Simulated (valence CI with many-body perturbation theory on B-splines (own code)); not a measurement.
**Re XXV in brief**

Level of theory: configuration interaction combined with many-body perturbation theory (CI+MBPT): five valence electrons over a frozen Dirac-Fock core [Kr] 4d10, a basis of 7 s, 7 p, 7 d, 7 f, 4 g, 2 h functions for each j, with the one-electron correlation potential Σ1, the two-electron term Σ2, the three-electron term Σ3, Breit, model QED; selected CI, second order for the rest, scaled by the run's own slope (own B-spline code, finite nucleus).

No measured spectrum was set against this ion. As an estimate, terms of the open shell hold to a few per cent of their energy, and close levels can change places. Among the levels kept, up to 1000 cm⁻¹ of a level comes from second order outside the variational space, and about a tenth of that is noise between levels of different J, which matters for small intervals. Only levels of the ground parity were solved; by the run's estimate the other parity begins above the list, which can be wrong where configurations are misplaced.

Names give the largest LS component (configuration and term), which can be under half, so a name can repeat, a term be missing and a line seem to break the LS rules; names also repeat where a configuration has a term twice.

Rates and lifetimes use the calculated energies. Strong lines usually hold to 10 to 20 %, long lifetimes can be off by a factor of two.

(1) What is the ground level?

(2) What is the ionisation energy?

(3) How well does LS coupling describe the low levels?

(4) Name the longest-lived excited levels whose lifetime is computed, and their main decay.

## Answers

(1) 4f⁵ ⁶H°_5/2, composition 68 % 4f⁵ ⁶H° + 24 % 4f⁵ ⁴G° + 4 % 4f⁵ ²F°, g = 0.408.

(2) 737.08 eV; NIST lists 760 ± 40 eV (theoretical).

(3) Among the lowest 20 levels the leading LS term, summed over configurations, holds 63 % on average. For single configurations the figures are 63 % in LS and 51 % in jj coupling. Terms mix most in the J = 5/2 level at 65049 cm⁻¹, where the leading one holds 32 %.

(4) 4f⁵ ⁶F°_1/2 at 26289 cm⁻¹ lives 5.59 s, mostly by M1 to 4f⁵ ⁶F°_3/2.
